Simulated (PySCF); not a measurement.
A structure optimised at PBE-D3(BJ)/def2-SVPD, used in a PySCF frequency run:

```
C
F 1 1.4496
F 1 1.4496 2 99.73
F 1 1.4496 2 99.73 3 -101.74
```
Charge -1, spin multiplicity 1.

Problem. Write its SMILES, formula and point group.

Solution. F[C-](F)F, CF3, C3v

Problem. What are its rotational constants (standard atomic weights)?

Solution. 9.8577, 9.8577, 5.4146 GHz
